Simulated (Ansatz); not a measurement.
One geometry of the cluster B8Sb8, several levels of theory.

```yaml
crystal:
  periodic: [false, false, false]
  atoms:
    - {symbol: B, position_ang: [1.434593, 0.312544, 0.522041]}
    - {symbol: B, position_ang: [0.270927, 2.264519, 0.094840]}
    - {symbol: B, position_ang: [0.926743, 2.466021, -1.539004]}
    - {symbol: B, position_ang: [-0.283745, -2.537800, 2.050575]}
    - {symbol: B, position_ang: [-0.518171, -2.334773, 0.515456]}
    - {symbol: B, position_ang: [-2.164052, -0.234805, -1.831864]}
    - {symbol: B, position_ang: [-0.087181, 0.880669, 0.820115]}
    - {symbol: B, position_ang: [0.605340, 0.950141, -1.034222]}
    - {symbol: Sb, position_ang: [-1.601887, -0.458533, 1.736770]}
    - {symbol: Sb, position_ang: [0.686729, -1.485884, 3.658586]}
    - {symbol: Sb, position_ang: [1.296728, 4.228896, -0.335798]}
    - {symbol: Sb, position_ang: [1.876370, -1.853766, 1.030387]}
    - {symbol: Sb, position_ang: [2.939312, 1.653071, -0.541744]}
    - {symbol: Sb, position_ang: [-1.354038, -2.659131, -1.511702]}
    - {symbol: Sb, position_ang: [-3.764307, -1.054664, -0.792574]}
    - {symbol: Sb, position_ang: [-0.263340, -0.136516, -2.841851]}
basis:
  gaussian: {orbitals: def2-SVP, initial_orbitals: start.molden}
hamiltonian: {xc: pbe0, dispersion: d4}
scf: {omitted_lower_state_checks: [starts]}
output: {orbitals: {seedname: orbitals}}
```

The file start.molden holds the orbitals of an earlier run on this structure, at another level or in another basis.

```sh
$ ansatz run in.yaml --threads 2 --pin off --events-out ev --progress --plain --max-ram 32768MiB --backend cuda --devices 0, --max-vram 18GiB
```

Shortened log:

```
Functional definition: PBE0
3824 factors; integrals over basis functions are off by at most 8.5e-4 eV
mean field evaluation 1: about -57701.6138 eV, gradient 5.4e1 eV
mean field evaluation 2: about -57702.0724 eV, gradient 7.4e-1 eV
mean field evaluation 4: about -57702.4117 eV, gradient 6.2e-3 eV
mean field -57702.41165988 eV, -2120.5245164013 hartree, gradient 3.7e-5 eV, S^2 0.000000; 0 other end points of the search recorded, 0 dependent functions left out
reference -57702.41169449 eV, -2120.5245176731 hartree; 112, 112 occupied and 208, 208 virtual orbitals, 3824 factors
Total energy: -57704.17502350 eV, -2120.5893188189 hartree
Checks for a lower state left out: starts
```

Hardware: 2 threads of AMD EPYC 7R13 on a shared host and a share (18 GiB) of an NVIDIA H100 80GB HBM3. Wall time 16 s, peak host memory 1 GiB.

First input, but with `hamiltonian: {xc: pbe}`, `correlation: {method: rpa}` and without the key `output` (abridged; 19 s):

```
Functional definition: PBE
mean field -57699.84938694 eV, -2120.4303546074 hartree, gradient 1.4e-6 eV, S^2 0.000000
40 core orbitals not correlated: weight in the atoms' cores, before any rotation towards them, 1.000 or more for the frozen orbitals, at most 0.000 for the correlated occupied ones
Total energy: -57515.45153473 eV, -2113.6538585281 hartree
Checks for a lower state left out: starts
```

As the first input, with `gaussian: {orbitals: def2-TZVP, fitting: {mean_field: def2-universal-jkfit}, initial_orbitals: start.molden}`, `hamiltonian: {xc: r2scan, dispersion: d4}` (abridged; 13 s):

```
Functional definition: r2SCAN
mean field -57732.75984172 eV, -2121.6397915130 hartree, gradient 2.6e-5 eV, S^2 0.000000
Total energy: -57733.23198731 eV, -2121.6571425435 hartree
Checks for a lower state left out: starts
```

The first input with `gaussian: {orbitals: def2-TZVP, fitting: {mean_field: def2-universal-jkfit}, initial_orbitals: start.molden}`, `hamiltonian: {xc: pbe, dispersion: d4}`, `output: {forces: true, orbitals: {seedname: orbitals}}` (abridged; 17 s):

```
Functional definition: PBE
mean field -57706.96637210 eV, -2120.6918989879 hartree, gradient 1.8e-5 eV, S^2 0.000000
Total energy: -57708.93943665 eV, -2120.7644077727 hartree
Atom 0 force    -0.145866    -0.003964     0.016973 eV/Å
Atom 1 force     0.008243    -0.183256     0.049104 eV/Å
Atom 2 force    -0.005915    -0.160060     0.205791 eV/Å
Atom 3 force     0.008836     0.122056    -0.295027 eV/Å
Atom 4 force     0.018785    -0.020977     0.282419 eV/Å
Atom 5 force     0.003868    -0.124550     0.044105 eV/Å
Atom 6 force     0.225670     0.117438    -0.116807 eV/Å
Atom 7 force     0.090552     0.225529    -0.080772 eV/Å
Atom 8 force     0.215015    -0.037206    -0.107262 eV/Å
Atom 9 force    -0.048225    -0.036539    -0.218683 eV/Å
Atom 10 force    -0.043164    -0.237325    -0.065886 eV/Å
Atom 11 force    -0.199782     0.134648     0.058921 eV/Å
Atom 12 force    -0.225400    -0.001008     0.026378 eV/Å
Atom 13 force    -0.010272     0.185102     0.124493 eV/Å
Atom 14 force     0.191810     0.025148    -0.088275 eV/Å
Atom 15 force    -0.084155    -0.005038     0.164528 eV/Å
Dipole moment:     0.386517     0.572064    -0.136012 e Å
Checks for a lower state left out: starts
```

As the first input, with `gaussian: {orbitals: def2-TZVP, fitting: {mean_field: def2-universal-jkfit}, initial_orbitals: start.molden}`, `hamiltonian: {xc: {name: PBE-QIDH}}` and without the key `output` (abridged; 20 s):

```
Functional definition: PBE-QIDH
mean field -57627.57903717 eV, -2117.7744682399 hartree, gradient 1.4e-6 eV, S^2 0.000000
40 core orbitals not correlated: weight in the atoms' cores, before any rotation towards them, 1.000 or more for the frozen orbitals, at most 0.000 for the correlated occupied ones
second order -114.90232023 eV of doubles, -0.00000000 eV of singles
Total energy: -57665.87982761 eV, -2119.1819963274 hartree
Checks for a lower state left out: starts
```

The first input with `correlation: {method: mp2}` and without the key `hamiltonian` (abridged; 15 s):

```
Functional definition: HF
mean field -57449.90702388 eV, -2111.2451421821 hartree, gradient 1.6e-6 eV, S^2 0.000000; unrestricted orbitals would lower it
mean field evaluation 16: about -57450.0487 eV, gradient 3.2e-1 eV
40 core orbitals not correlated: weight in the atoms' cores, before any rotation towards them, 1.000 or more for the frozen orbitals, at most 0.000 for the correlated occupied ones
second order -47.02165898 eV of doubles, -0.00000000 eV of singles
Total energy: -57496.92868286 eV, -2112.9731562771 hartree
Checks for a lower state left out: starts
```

The first input with `hamiltonian: {xc: pbe, dispersion: d4}` (abridged; 15 s):

```
Functional definition: PBE
mean field -57699.84945374 eV, -2120.4303570622 hartree, gradient 1.5e-5 eV, S^2 0.000000
Total energy: -57701.82250967 eV, -2120.5028655303 hartree
Checks for a lower state left out: starts
```

Geometry: PBE-D4/def2-SVP.

In the def2 sets Sb takes a core potential; there is no spin–orbit coupling. Correlated methods freeze 40 core orbitals; core or outer-core shells of Sb are correlated, in sets that lack core-valence functions. Single mean-field runs in def2-TZVP are fitted with def2-universal-jkfit. The restricted singlet is unstable towards broken spin symmetry in Hartree–Fock (as tested in another run); at PBE0-D4/def2-SVP, r2SCAN-D4/def2-TZVP, PBE-D4/def2-TZVP, PBE-QIDH/def2-TZVP and others this wasn't settled. At MP2/def2-SVP the restricted singlet (for correlated methods, its reference) is unstable: a solution with broken spin symmetry lies lower. Another isomer (singlet) lies 3.32 eV lower at PBE0-D4/def2-TZVP; other spin states weren't run for this one.
